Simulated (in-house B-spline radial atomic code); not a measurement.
Ionising Ba⁹⁺ with different functionals

Computed with a B-spline radial code for spherical atoms: scalar-relativistic (spin-free X2C) Hamiltonian, Fermi nucleus of rms radius 4.8378 fm, spin-polarised at highest spin, spherical fractional occupations for the functionals, the average over the highest-spin determinants for Hartree-Fock. The ionisation energy is the difference of two self-consistent energies, [Kr] 4d10 5s1 → [Kr] 4d10, without Breit or QED terms; ε is the level of the shell that loses the electron (its least bound occupied spin orbital). There is no spin-orbit coupling in this Hamiltonian.

| method | rung | ΔSCF (eV) | -ε(5s) (eV) |
| --- | --- | --- | --- |
| Hartree-Fock | Hartree-Fock | 144.76 | 144.92 |
| HF fractional | Hartree-Fock | 144.76 | 144.92 |
| LDA VWN5 | LDA | 148.28 | 141.05 |
| LDA PW92 | LDA | 148.27 | 141.03 |
| LDA exchange-only | LDA | 146.87 | 139.70 |
| PBE | GGA | 147.80 | 140.42 |
| PBEsol | GGA | 147.66 | 140.47 |
| BLYP | GGA | 148.18 | 140.67 |
| RPBE | GGA | 147.53 | 140.12 |
| PW91 | GGA | 147.96 | 140.60 |
| BP86 | GGA | 147.57 | 140.52 |
| AM05 | GGA | 147.59 | 140.49 |
| OLYP | GGA | 147.59 | 140.13 |
| TPSS | meta-GGA | 147.04 | 139.93 |
| SCAN | meta-GGA | 146.83 | 140.61 |
| r2SCAN | meta-GGA | 146.61 | 140.24 |
| revTPSS | meta-GGA | 146.79 | 139.81 |
| PBE0 | global hybrid | 147.21 | 141.75 |
| B3LYP | global hybrid | 147.86 | 141.89 |
| TPSSh | global hybrid | 146.87 | 140.50 |
| BHandHLYP | global hybrid | 147.09 | 143.30 |
| r2SCAN0 | global hybrid | 146.44 | 141.73 |
| B97-1 | global hybrid | 146.92 | 141.14 |
| HSE06 | range-separated hybrid | 147.26 | 141.43 |
| wB97X | range-separated hybrid | 146.00 | 144.05 |
| CAM-B3LYP | range-separated hybrid | 147.84 | 143.76 |
| LC-wPBE | range-separated hybrid | 147.46 | 145.09 |

Problem. Among the functionals, which spreads more, the ΔSCF values or the orbital energies?

Solution. The orbital energies: ΔSCF values span about 2.29 eV and the orbital energies 5.39 eV.

Problem. How do they compare with the NIST value?

Solution. NIST lists 146.5 eV ± 0.12 (semi-empirical, ground level to ground level). Errors run from -1.76 to +1.76 eV; r2SCAN0 is closest (-0.08 eV), though others lie within the uncertainty of it, and part of that can be cancellation, since the calculations leave out Breit-QED terms. Hartree-Fock also lacks correlation.
